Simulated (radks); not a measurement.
Results of a calculation; reference values are marked as such.
Question: The ytterbium ion Yb2+, 68 electrons, occupied as [Xe] 4f14 (the NIST ground configuration). Level of theory: Dirac Kohn-Sham, LDA (Slater exchange, Perdew-Wang correlation), spin-unpolarised, spherical densities, finite nucleus; Fermi nuclear charge, rms radius 5.3108 fm (a radial shooting solver on a logarithmic mesh with Libxc functionals). Some entries of the table are withheld. Estimate them.

| orbital | occ. | eigenvalue (Ry) | <r^2> (bohr^2) |
|---|---|---|---|
| 1s1/2 | 2 | -4491.591 | 0.0005307 |
| 2s1/2 | 2 | -761.5558 | (1) |
| 2p1/2 | 2 | -726.8129 | 0.005864 |
| 2p3/2 | 4 | -649.9459 | 0.007076 |
| 3s1/2 | 2 | (2) | 0.05370 |
| 3p1/2 | 2 | -157.0423 | 0.04951 |
| 3p3/2 | 4 | -140.7322 | 0.05627 |
| 3d3/2 | 4 | -114.3891 | 0.04404 |
| 3d5/2 | 6 | -110.8220 | 0.04591 |
| 4s1/2 | 2 | -34.74145 | 0.2694 |
| 4p1/2 | 2 | -28.50933 | 0.2802 |
| 4p3/2 | 4 | -24.80246 | 0.3181 |
| 4d3/2 | 4 | -14.52349 | 0.3566 |
| 4d5/2 | 6 | -13.84877 | 0.3716 |
| 5s1/2 | 2 | (3) | 1.646 |
| 5p1/2 | 2 | -3.44335 | (4) |
| 5p3/2 | 4 | -2.98785 | (5) |
| 4f5/2 | 6 | -1.37309 | 0.8060 |
| 4f7/2 | 8 | -1.27583 | 0.8575 |

Answer: 
(1) 2s1/2 <r^2> (bohr^2): 0.008163
(2) 3s1/2 eigenvalue (Ry): -172.4371
(3) 5s1/2 eigenvalue (Ry): -5.13505
(4) 5p1/2 <r^2> (bohr^2): 2.113
(5) 5p3/2 <r^2> (bohr^2): 2.485
